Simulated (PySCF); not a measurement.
CH4AlClSe, SMILES [SeH][Al]([CH3])[Cl].

Geometry: B3LYP-D3(BJ)/def2-SVP. The structure was generated by enumeration; whether it is a known compound was not checked. The values are those of a single conformer.

Method: PBE/def2-TZVP run with PySCF.

Gas-phase values at a fixed geometry.

Problem. Estimate the frontier levels, gap, dipole moment and polarisability. (The exact figures need the calculation; the answer reports its results.)

Solution. 
| Item | Value |
|---|---|
| highest occupied level | -6.32 eV |
| lowest empty level | -1.59 eV |
| orbital gap | 4.73 eV |
| dipole moment | 2.26 D |
| quadrupole, principal values (traceless, Buckingham form, about the centre of nuclear charge) | -3.56, 1.58, 1.98 D·Å |
| mean static polarisability | 79.6 bohr³ (11.80 Å³) |
| polarisability, principal values | 60.9, 81.5, 96.4 bohr³ |
